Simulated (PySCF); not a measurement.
Compound: C₆H₉O₂ (doublet state).
Atom-mapped SMILES: `[CH3:1][O:2][C:3](=[O:4])[C:5]1[CH2:6][CH2:7][CH2:8]1` (hydrogens: H9, H10, H11 on C1; H12, H13 on C6; H14, H15 on C7; H16, H17 on C8)

Cartesian coordinates in Å at the GFN2-xTB level; atoms count from 1:
```xyz
17
C6H9O2 angstrom
C      3.115   -0.172   -0.148
O      1.720   -0.376   -0.257
C      0.950    0.431    0.533
O      1.430    1.269    1.282
C     -0.434    0.168    0.370
C     -1.212   -0.784   -0.464
C     -2.500   -0.216    0.163
C     -1.644    0.757    0.997
H      3.383    0.832   -0.484
H      3.440   -0.288    0.889
H      3.583   -0.923   -0.781
H     -1.009   -1.837   -0.262
H     -1.106   -0.634   -1.541
H     -3.063   -0.934    0.754
H     -3.169    0.267   -0.544
H     -1.792    1.818    0.787
H     -1.700    0.634    2.081
```

The hyperfine couplings belong to this conformer and change with its torsions.

Method used: UKS B3LYP, pcH-1 on C H O, non-relativistic, mean-field spin-orbit, GIAO (PySCF). The structure is a single GFN2-xTB conformer in the gas phase; no vibrational or solvent corrections. Couplings are sensitive to structure, and on GFN2-xTB geometries they can be far from those on DFT ones. No stability test was run, so a lower SCF solution isn't excluded.

**Question.** Give the principal g shifts and their parts.

**Answer.** 
| Δg (ppm) | 1 | 2 | 3 |
| --- | --- | --- | --- |
| relativistic mass correction | -178 | -178 | -178 |
| gauge correction | -8 | 32 | 28 |
| orbital Zeeman/spin–orbit | -21 | 1606 | 3095 |
| total | -208 | 1460 | 2945 |

So g = 2.00211, 2.00378, 2.00526 and g_iso = 2.00372; the tensor is rhombic: the two nearest values differ by 47 % of g3 − g1. 

**Question.** What are the electron Larmor frequencies g μB B/h along the three axes at 1200 mT?

**Answer.** 33.6265, 33.6545, 33.6794 GHz for g1, g2 and g3, a range of 53.0 MHz.

**Question.** At 93.85 GHz, how far is the centre of the isotropic spectrum from where a free electron (g = 2.002319) resonates?

**Answer.** B = hν/(g μB) with μB/h = 13.99624 MHz/mT gives 3348.80 mT for the free electron and 3346.46 mT at g_iso, 2.34 mT lower.

**Question.** What effective moment and Curie constant follow for a powder?

**Answer.** With the mean of g² = 4.0149 and S(S+1) = 0.75: μ_eff = √(⟨g²⟩S(S+1)) = 1.735 μB and χT = 0.12505·⟨g²⟩·S(S+1) = 0.377 cm³ K/mol (cgs; spin-Hamiltonian part alone).

**Question.** In a frozen sample, at which fields do the three g values resonate at 9.5, 34, 94 and 263 GHz (hyperfine left aside), and which band first spreads them over more than twice a line width of 0.3 mT?

**Answer.** 
| band | GHz | B(g3) mT | B(g2) mT | B(g1) mT | spread mT |
| --- | --- | --- | --- | --- | --- |
| X | 9.5 | 338.49 | 338.74 | 339.02 | 0.53 |
| Q | 34.0 | 1211.42 | 1212.32 | 1213.33 | 1.91 |
| W | 94.0 | 3349.23 | 3351.71 | 3354.50 | 5.27 |
| J | 263.0 | 9370.71 | 9377.66 | 9385.47 | 14.76 |

The spread grows in proportion to the frequency. Q band is the first where it exceeds 0.6 mT.

The Mulliken spin populations are largest on C5 (+0.82), O4 (+0.18), C8 (-0.08) and C6 (-0.07). The positive populations add up to 1.21 and the negative ones to -0.21, together 2S = 1. The angles at C5 add up to 360.0°, so it is planar.

The HOMO–LUMO gaps are 6.82 eV among the α and 4.48 eV among the β orbitals.

Hardware: one thread, Arm Neoverse V1 (aarch64), on a shared host. Cost: 76 s (grids of density and orbitals included), 0.96 GiB resident at most.
